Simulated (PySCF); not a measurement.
# UHF on Fe⁺ (iron, charge +1)

Configuration: [Ar] 3d6 4s1, high-spin 6D determinant. Calculation: PySCF 2.14, in jorge-DZP-DKH (8s6p2d1f, 43 functions); scalar relativity by spin-free X2C-1e.

| Property | Result |
| --- | --- |
| Total energy | -1271.061086 hartree |
| One-electron energy | -1748.2078 hartree |
| Hartree (Coulomb) energy | 532.0121 hartree |
| Exchange energy | -54.8653 hartree |
| ⟨S²⟩ | 8.7518 |
| ⟨L²⟩ | 6.012 |
| Sum of ⟨r⟩ | 18.06 bohr |
| Sum of ⟨r²⟩ | 25.04 bohr² |
| Traceless quadrupole moment −½Σ⟨3z² − r²⟩ along its main axis | 0.403 e·bohr² |
| Langevin diamagnetic susceptibility | -19.8 ×10⁻⁶ cm³/mol |
| Time after the integrals | 0.18 s of wall time on 1 thread of Neoverse-V1 (shared host) |

| shell | electrons | mean orbital energy (hartree) | spread (hartree) | rms radius, mean of both spins (bohr) |
| --- | --- | --- | --- | --- |
| 1s α | 1 | -263.98661 | 0 | 0.0675 |
| 1s β | 1 | -263.98389 | 0 | 0.0675 |
| 2s α | 1 | -32.79372 | 0 | 0.288 |
| 2s β | 1 | -32.67118 | 0 | 0.288 |
| 2p α | 3 | -27.86542 | 0.03406 | 0.260 |
| 2p β | 3 | -27.74918 | 0.00112 | 0.260 |
| 3s α | 1 | -4.72870 | 0 | 0.873 |
| 3s β | 1 | -4.36501 | 0 | 0.873 |
| 3p α | 3 | -3.27313 | 0.07645 | 0.936 |
| 3p β | 3 | -2.84437 | 0.05247 | 0.936 |
| 3d α | 5 | -0.97193 | 0.08797 | 1.21 |
| 3d β | 1 | -0.76576 | 0 | 1.21 |
| 4s α | 1 | -0.56355 | 0 | 2.99 |

Densities and radii are taken from the X2C orbitals without a picture-change correction, which distorts them close to the nucleus.
